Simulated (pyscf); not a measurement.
**O=Ge(OH)–Cl (SMILES [O]=[Ge]([OH])[Cl]), singlet**

Gas-phase minimum from PySCF at ωB97X-D3(BJ)/def2-SVP, one conformer. 

SMILES: [O]=[Ge]([OH])[Cl]
```xyz
5

O      1.3107     2.1963    -0.6719
Ge     0.4538     0.8273    -0.5594
O      0.7285    -0.5296     0.4980
Cl    -1.2710     0.3109    -1.6971
H      0.0770    -1.2341     0.3755
```

Bonded distances (Å): O1–Ge2 1.619, Ge2–O3 1.742, Ge2–Cl4 2.130, O3–H5 0.967. Angles (°): O1–Ge2–O3 128.1, O1–Ge2–Cl4 126.6, O3–Ge2–Cl4 105.3, Ge2–O3–H5 112.6.

Properties at ωB97X-D3(BJ)/def2-SVP:

| Item | Result |
|---|---|
| Harmonic wavenumbers, unscaled | 197, 213, 238, 390, 447, 766, 918, 1041, 3874 cm⁻¹ |
| Zero-point energy | 11.6 kcal/mol |
| Rotational symmetry number | 1 |
| Entropy of this conformer at 298 K and 1 atm, rigid rotor and harmonic oscillator, modes under 100 cm⁻¹ raised to 100 | 315.3 J/(mol K) |
| Dipole moment | 4.00 D |

Single-point totals, which compare only within one level (frozen core for MP2 and CC):

| level | total energy (hartree) |
|---|---|
| ωB97X-D3(BJ)/def2-TZVP | -2688.34984 |
| PBE/def2-TZVP | -2687.73048 |
| r²SCAN/def2-TZVP | -2688.27090 |
| B3LYP-D3(BJ)/def2-TZVP | -2688.44212 |
| PBE0-D3(BJ)/def2-TZVP | -2687.80788 |
| M06-2X/def2-TZVP | -2688.31564 |
| ωB97M-D3(BJ)/def2-TZVP | -2688.47872 |
| HF/def2-TZVPP | -2685.28745 |
| MP2/def2-TZVPP | -2686.20320 |
| CCSD/def2-TZVPP | -2686.20373 |
| CCSD(T)/def2-TZVPP | -2686.24481 |

Soft torsions are taken as harmonic, which can shift the entropy by several J/(mol K). The CCSD(T) − MP2 part came from Ansatz, without density fitting, on the same reference. The frozen core leaves the outer d or s,p core shells of the metals and heavy elements correlated in the MP2 and CC values, and def2-TZVPP describes them poorly, so these totals are far from the basis limit. Elements up to Kr have no core potential and no relativistic terms here.
